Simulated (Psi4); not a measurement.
A dimer, C4H4O ··· O2S (SMILES c1ccoc1 and O=S=O); the first 9 atoms form monomer A.

```
12

C      0.5079    -0.8901     0.0194
C     -0.8506    -0.5179    -0.2416
C     -0.9048     0.8301    -0.1132
O      0.3224     1.3242     0.2093
C      1.1705     0.2617     0.2856
H      0.9275    -1.8816     0.0087
H     -1.6704    -1.1699    -0.4904
H     -1.6939     1.5537    -0.2121
H      2.1913     0.4898     0.5344
O      0.6800     0.5051    -3.1956
S      1.9919     1.0752    -3.0416
O      2.9722     0.8496    -4.0700
```

Task: What interaction energy does SAPT0/jun-cc-pVDZ, frozen core (Psi4) give, and which attractive term is the largest?

Result: Total -1.46 kcal/mol: electrostatics -1.40, exchange 3.06, induction -0.67, dispersion -2.45. The most attractive term is dispersion.
